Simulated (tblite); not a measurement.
Compound: C4H6AlClO2.
Numbering: `[CH3:1][C:2]1=[C:3]([Cl:4])[O:5][AlH2-:6][O+:7]=[CH:8]1` (hydrogens: H9, H10, H11 on C1; H12, H13 on Al6; H14 on C8)
Bond orders are those of one Lewis drawing.

Computed with GFN2-xTB (tblite), gas phase: L-BFGS steps from a force-field or distance-geometry start until the largest atomic force falls under 0.01 eV/Å.

At the end of the run (lengths in Å): C3–O5 1.250, C2=C3 1.400, O5–Al6 1.839, Al6–H13 1.538, C2–C8 1.386, Al6–O7 1.806, C3–Cl4 1.733, O5–Al6–O7 88.2°, C3–O5–Al6 131.4°, Al6–O7–C8 132.7°, C3–C2–C8 116.4°, C1–C2–C3–Cl4 0°, C2–C3–O5–Al6 0°, C3–O5–Al6–O7 0°, H9–C1–C2–C3 59°, H12–Al6–O7–C8 -107°.

Problem. These geometries were met on the way; a selection of coordinates is given. Order them by energy above the end point, lowest first.
A. C3–O5 1.246, C2=C3 1.405, O5–Al6 1.867, Al6–H13 1.533, C2–C8 1.377, Al6–O7 1.770, C3–Cl4 1.737, O5–Al6–O7 88.1°, C3–O5–Al6 129.8°, Al6–O7–C8 134.7°, C3–C2–C8 117.2°, C1–C2–C3–Cl4 1°, C2–C3–O5–Al6 -4°, C3–O5–Al6–O7 5°, H9–C1–C2–C3 37°, H12–Al6–O7–C8 -115°
B. C3–O5 1.239, C2=C3 1.454, O5–Al6 1.871, Al6–H13 1.579, C2–C8 1.386, Al6–O7 1.857, C3–Cl4 1.760, O5–Al6–O7 101.9°, C3–O5–Al6 121.2°, Al6–O7–C8 118.9°, C3–C2–C8 123.6°, C1–C2–C3–Cl4 -1°, C2–C3–O5–Al6 0°, C3–O5–Al6–O7 0°, H9–C1–C2–C3 39°, H12–Al6–O7–C8 -125°
C. C3–O5 1.369, C2=C3 1.308, O5–Al6 1.850, Al6–H13 1.607, C2–C8 1.438, Al6–O7 1.843, C3–Cl4 1.781, O5–Al6–O7 105.1°, C3–O5–Al6 115.7°, Al6–O7–C8 118.0°, C3–C2–C8 126.3°, C1–C2–C3–Cl4 -1°, C2–C3–O5–Al6 0°, C3–O5–Al6–O7 0°, H9–C1–C2–C3 39°, H12–Al6–O7–C8 -126°
D. C3–O5 1.258, C2=C3 1.371, O5–Al6 1.916, Al6–H13 1.510, C2–C8 1.400, Al6–O7 1.839, C3–Cl4 1.752, O5–Al6–O7 96.4°, C3–O5–Al6 122.6°, Al6–O7–C8 124.8°, C3–C2–C8 124.0°, C1–C2–C3–Cl4 0°, C2–C3–O5–Al6 -2°, C3–O5–Al6–O7 2°, H9–C1–C2–C3 38°, H12–Al6–O7–C8 -121°
E. C3–O5 1.249, C2=C3 1.396, O5–Al6 1.919, Al6–H13 1.486, C2–C8 1.376, Al6–O7 1.802, C3–Cl4 1.735, O5–Al6–O7 90.1°, C3–O5–Al6 127.0°, Al6–O7–C8 131.9°, C3–C2–C8 120.0°, C1–C2–C3–Cl4 1°, C2–C3–O5–Al6 -3°, C3–O5–Al6–O7 4°, H9–C1–C2–C3 36°, H12–Al6–O7–C8 -116°

Solution. A (0.061 eV), E (0.145 eV), D (0.330 eV), B (0.643 eV), C (1.129 eV).

| step | E above end (eV) | rms distance from the end, all atoms (Å) | largest force (eV/Å) | rms shift of all bonds from the end (Å) |
| --- | --- | --- | --- | --- |
| 7 | 0.061 | 0.179 | 0.501 | 0.013 |
| 5 | 0.145 | 0.189 | 0.759 | 0.028 |
| 3 | 0.330 | 0.209 | 1.704 | 0.027 |
| 1 | 0.643 | 0.228 | 2.695 | 0.027 |
| 0 | 1.129 | 0.236 | 6.220 | 0.052 |

Rows stand in the order of the answer.
